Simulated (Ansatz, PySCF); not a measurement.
C₄H₁₀Ga (SMILES C[CH2][Ga+][CH2]C), charge +1, singlet, at a GFN2-xTB geometry (such geometries of metal compounds can be far from the true shape). Base run: HF/6-31G* (PySCF).

The PySCF input:
```python
from pyscf import gto, scf

mol = gto.M(
    atom='''
Ga   -0.061658    0.011760    0.136912
C     1.669096   -0.907510    0.976690
C     1.780746   -2.366401    0.565612
H     1.560439   -0.792323    2.061290
H     2.519395   -0.313570    0.622404
H     1.871940   -2.479102   -0.516185
H     0.929891   -2.953796    0.914620
H     2.679642   -2.788140    1.016819
C    -1.793986    0.945192   -0.683412
C    -1.455378    2.290662   -1.304090
H    -2.495245    1.042340    0.153361
H    -2.190648    0.238964   -1.421731
H    -0.744547    2.192486   -2.126532
H    -1.053814    2.988830   -0.567766
H    -2.368528    2.728093   -1.709349
''',
    basis='6-31g*',
    charge=1,
    spin=0,
    verbose=4,
)

mf = scf.RHF(mol)
mf.kernel()
```

The same geometry, method and basis name were run in Ansatz (an electronic-structure program) and PySCF, at each program's defaults and at the settings that a row names. The base is PySCF at its defaults. Differences at the defaults can come from grids, fitting, cores and function types together.

```csv
code and settings,ΔE vs base (mEh),basis functions,E (Eh),SCF cycles
"PySCF, defaults (exact integrals, spherical functions)",0.000,108,-2080.00821,9
"Ansatz, defaults (factorised integrals, Cartesian functions)",-2.494,115,-2080.01071,-
"PySCF, density fitting with def2-universal-jkfit",0.165,108,-2080.00805,9
"Ansatz, high accuracy, Cartesian functions as the basis file defines them",-2.498,115,-2080.01071,-
```
